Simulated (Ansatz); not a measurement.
A nudged elastic band was laid between two geometries of CH$_{4}$BNO (8 atoms, charge 0, multiplicity 1).

All numbers below come from RKS B3LYP/def2-SVP in Ansatz 0.2.0.

```
movable images  : 7
climbing image  : yes
spring          : 5.0 eV/Å²
optimiser       : quadratic models (default)
start path      : IDPP
force threshold : 0.05 eV/Å
iteration limit : 60
end points      : relaxed
```

Initial state:

```xyz
8
Properties=species:S:1:pos:R:3
O -0.357 1.073 -1.099
C -0.006 0.499 0.125
B 1.074 -0.630 0.160
N -0.240 -0.931 0.304
H -1.257 1.422 -1.034
H -0.256 1.136 0.991
H 2.177 -1.081 0.100
H -1.043 -1.543 0.396
```

Final state:

```xyz
8
Properties=species:S:1:pos:R:3
O -0.798 1.229 -0.740
C -0.125 0.542 0.274
B 0.965 -0.565 0.059
N -0.308 -0.906 0.375
H -0.353 1.068 -1.581
H -0.252 1.102 1.212
H 2.043 -0.992 -0.227
H -1.080 -1.534 0.573
```

Question: Which bonds break or form, and what moves?

Answer: No bond is made or broken. The dihedral H5–O1–C2–N4 goes from 93 to -76°.

Question: What energy profile does the band end with?

Answer: It converged. The highest image is number 4 of 0 to 8, 0.134 eV above the first end and 0.146 eV above the last; the last end lies 0.012 eV below the first. A vibrational analysis at the climbing image gives one clearly imaginary mode, 393i cm⁻¹: a first-order saddle point.

| image | path coordinate (Å) | energy (eV) | dihedral H5–O1–C2–N4 (°) |
| --- | --- | --- | --- |
| 0 | 0.00 | 0.000 | 93 |
| 1 | 0.23 | 0.016 | 76 |
| 2 | 0.46 | 0.060 | 58 |
| 3 | 0.69 | 0.110 | 38 |
| 4 | 0.91 | 0.134 | 16 |
| 5 | 1.18 | 0.099 | -11 |
| 6 | 1.45 | 0.039 | -35 |
| 7 | 1.72 | 0.000 | -55 |
| 8 | 1.98 | -0.012 | -76 |

Question: What is the geometry of the highest image?

Answer: 
```xyz
8
Properties=species:S:1:pos:R:3
O -0.356 1.363 -0.850
C 0.068 0.581 0.245
B 0.999 -0.668 0.060
N -0.336 -0.808 0.286
H -1.080 0.901 -1.292
H -0.019 1.153 1.182
H 2.014 -1.261 -0.138
H -1.198 -1.318 0.451
```

Question: What are the harmonic wavenumbers there?

Answer: 393i, 333, 468, 542, 762, 809, 899, 947, 1005, 1070, 1210, 1270, 1350, 1481, 2726, 3071, 3570, 3826 cm⁻¹.

Run time: 86 s on 1 CPU thread of a shared host.
